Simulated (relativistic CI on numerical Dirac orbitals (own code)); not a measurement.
## Ge I: from the plainest model towards the measured levels

Calculated with a relativistic CI code on KLI orbitals (one set per configuration, finite nucleus), adding one ingredient at a time: step 1, Dirac-Coulomb, each configuration alone; step 2, with Breit and QED terms; step 3, with configuration mixing; step 4, with scaled Slater integrals (0.85); step 5, with a P86 correlation estimate; step 6, tied to the ionisation limit. P86 is a density functional for the correlation energy, evaluated here for each configuration and added to its levels. Step 6 is semi-empirical: configurations made of the next ion and one excited electron move by -2718 cm⁻¹, so that their limit matches the tabulated ionisation energy, and those with a non-penetrating f or g electron also take the P86 value of the least penetrating other one.

Configurations in the expansion (outside the closed core [Ar] 3d10): 4s2.4p2, 4s2.4p.5s, 4s.4p3, 4s2.4p.5p, 4s2.4p.4d, 4s2.4p.6s, 4s2.4p.6p, 4s2.4p.5d, 4s2.4p.4f, 4s2.4p.6d, 4s2.4p.5f, 4s2.4d2, 4s2.4p.6f, 4p4.

Computed minus measured energy above the ground level, in cm⁻¹, for 14 of the 23 excited levels that pair in every step (one J of a term; a digit in brackets numbers repeated terms):

| Configuration | Term | J | Measured | Step 1 | Step 2 | Step 3 | Step 4 | Step 5 | Step 6 |
| --- | --- | --- | --- | --- | --- | --- | --- | --- | --- |
| 4s2.4p2 | 3P | 1 | 557 | -26 | -39 | -59 | -38 | -38 | -38 |
| 4s2.4p2 | 1D | 2 | 7125 | 2174 | 2149 | 2100 | 916 | 914 | 916 |
| 4s2.4p2 | 1S | 0 | 16367 | 5321 | 5296 | -1381 | -2745 | -2645 | -2665 |
| 4s2.4p.5s | 3P° | 0 | 37452 | -2324 | -2320 | -241 | -1318 | 2406 | -305 |
| 4s2.4p.5s | 1P° | 1 | 40021 | -1278 | -1306 | 100 | -1110 | 2648 | -63 |
| 4s.4p3 | 5S° | 2 | 41927 | -11796 | -11911 | -9752 | -5335 | -4696 | -4694 |
| 4s2.4p.5p | 3D | 2 | 46834 | -3418 | -3429 | -1315 | -2429 | 2101 | -613 |
| 4s2.4p.5p | 3P | 0 | 47503 | -3426 | -3436 | -1365 | -2562 | 1964 | -744 |
| 4s2.4p.4d | 3D° | 1 | 48963 | -1791 | -1804 | -2144 | -2444 | 1559 | -721 |
| 4s2.4p.5p | 3S | 1 | 49076 | -3454 | -3494 | -1356 | -2580 | 1946 | -768 |
| 4s2.4p.5p | 1D | 2 | 49650 | -3183 | -3220 | -1246 | -2587 | 1956 | -757 |
| 4s2.4p.4d | 3F° | 3 | 50323 | -3888 | -3904 | -1441 | -2302 | 2109 | -489 |
| 4s2.4p.4d | 3P° | 2 | 51438 | -2593 | -2635 | -1550 | -2526 | 1860 | -725 |
| 4s2.4p.4d | 1F° | 3 | 52592 | -2027 | -2066 | -794 | -2259 | 2417 | -286 |

Mean absolute errors in cm⁻¹, over all paired levels and for the configurations:

```
Configuration, levels  Step 1  Step 2  Step 3  Step 4  Step 5  Step 6
              all, 23    2931    2957    1471    2112    2009     792
           4s2.4p2, 4    1883    1876     917     950     924     930
         4s2.4p.5s, 4    2030    2044     196    1258    2475     236
            4s.4p3, 1   11796   11911    9752    5335    4696    4694
         4s2.4p.5p, 7    3277    3307    1288    2532    2007     703
         4s2.4p.4d, 7    2433    2467    1516    2382    1981     563
```

Measured levels: NIST Handbook of Basic Atomic Spectroscopic Data (Sansonetti and Martin, J. Phys. Chem. Ref. Data 34, 1559 (2005)).

Question: What does each ingredient do to the ground and the excited configurations, and where is the model closest to experiment?

Answer: Terms of the ground configuration are off by 1883 at first, 917 with mixing and 950 after scaling, which overcorrects here, since the mixing already narrows the term splittings. The Breit and QED terms change the top of the ground term (measured 1410) from 1421 to 1390. Mixing lowers the ground level by 2161, with 4p4 as its largest admixture; relative to it the configurations that move most are 4s.4p3 by +2159, 4s2.4p.5p by +2019, 4s2.4p.5s by +1898. The P86 estimate moves 4s2.4p.5p by +4539, 4s2.4p.4d by +4364, 4s2.4p.5s by +3733, and takes the mean absolute error of the excited configurations from 2356 to 2238. Step 6 takes that error from 2238 to 763; the error more than halves for 4s2.4p.5s, 4s2.4p.5p, 4s2.4p.4d. The mean absolute error is lowest at step 6 (792 cm⁻¹), and the largest single drop is from step 2 to 3 (2957 to 1471).
